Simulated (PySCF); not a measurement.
Bonds (- single, = double, # triple, : aromatic): C1#C2 1.196 Å, C2-C3 1.451 Å, C3-N4 1.442 Å, N4:C5 1.347 Å, C5:C6 1.387 Å, C6-C7 1.405 Å, C7#N8 1.146 Å, C6:N9 1.359 Å, N9:N10 1.269 Å, N10:N4 1.330 Å. C1 carries H11; C3 carries H12, H13; C5 carries H14.

Computed data (PySCF 2.14): GFN2-xTB geometry, NMR shieldings at PBE0/pcSseg-1/GIAO. No relativistic terms, in vacuum, rapidly exchanging positions averaged, single conformer.

δ = σ(ref) − σ, references computed at the same level: ¹³C (186.93 ppm) and ¹H (31.72 ppm) against TMS; NH3 for ¹⁵N (267.73 ppm).

```
  atoms  nucleus  count  Hirshfeld charge  δ (ppm)
H12/H13       ¹H      2              0.08        ?
     C7      ¹³C      1              0.08    117.2
     C2      ¹³C      1             -0.04     81.4
    H11       ¹H      1              0.10     2.08
     C3      ¹³C      1              0.01        ?
     N8      ¹⁵N      1             -0.20    328.2
     N9      ¹⁵N      1             -0.11    397.8
    N10      ¹⁵N      1             -0.06        ?
     C1      ¹³C      1             -0.09     84.2
     C5      ¹³C      1              0.00    139.1
    H14       ¹H      1              0.08     8.29
     N4      ¹⁵N      1              0.05    268.6
     C6      ¹³C      1              0.02        ?
```

Fill in the missing shifts.

## Answers


- C6: 128.5 ppm, substituted aromatic carbon next to a ring nitrogen
- C3: 40.8 ppm, propargylic sp3 CH2 bonded to N; deshielded by the electronegative neighbour
- H12/H13: 5.31 ppm, hydrogen on a propargylic sp3 CH2 bonded to N; its carbon carries N, hence the downfield position
- N10: 404.9 ppm, pyridine-type nitrogen of an azole

Shifts are as computed. Against solution values, carbons near 30 ppm lie about +3 ppm off and those near 130 ppm about +5 ppm. Of 1211 compounds with measured shifts, 218 miss one by over three times the rms of a fit or turn the order of signals round; such compounds aren't used in these exercises. Experimental scales use liquid or dissolved standards, which lie at an offset from isolated NH3 (liquid NH3: subtract about 20 ppm). Unscaled 15N shifts of sp2 nitrogen come out 20 to 40 ppm too high even then.
